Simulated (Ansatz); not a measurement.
**Ligand exchange: GaH2Br + C2H7NSi → GaH2(NH2) + C2H5BrSi**

Species: GaH2Br `[GaH2][Br]`, singlet; C2H7NSi `C=C[SiH2]N`, singlet; GaH2(NH2), singlet; C2H5BrSi `C=C[SiH2]Br`, singlet. The partners trade Br for NH2: Ga–Br and Si–NH2 bonds give way to Ga–NH2 and Si–Br.

Shapes, held fixed at every level: PBE0-D4/def2-TZVP. Flexible molecules stand in one conformer, not always the lowest. Programs: Ansatz 0.2.0. The zero-point and thermal change to 298 K, harmonic and unscaled (PBE0-D4/def2-TZVP), is +0.2 kJ/mol.

Q: Estimate ΔH(298 K) of this reaction.

A: The highest level, CCSD(T)/def2-TZVPP, gives ΔH(298 K) = +36.3 kJ/mol; the levels span +32.1 to +38.9. The column of differences is taken from that level and isn't an error. No measured value is set beside it here. Relativity is left out for Br, Ga. Outer-core shells of Br, Ga are correlated in most correlated rows, in sets that cover them unevenly.

```csv
level,kind,ΔH(298 K) (kJ/mol),less CCSD(T)/def2-TZVPP
PBE-D4/def2-TZVPP,GGA,+33.1,-3.2
wB97X-V/def2-TZVPP,range-separated hybrid,+38.6,+2.3
B2PLYP/def2-TZVPP,double hybrid,+38.1,+1.8
MP2/def2-SVP,perturbation theory,+32.1,-4.2
MP2/def2-TZVPP,perturbation theory,+33.1,-3.2
CCSD/def2-TZVPP,coupled cluster or CI,+38.9,+2.6
CCSD(T)/def2-TZVPP,coupled cluster or CI,+36.3,0.0
```
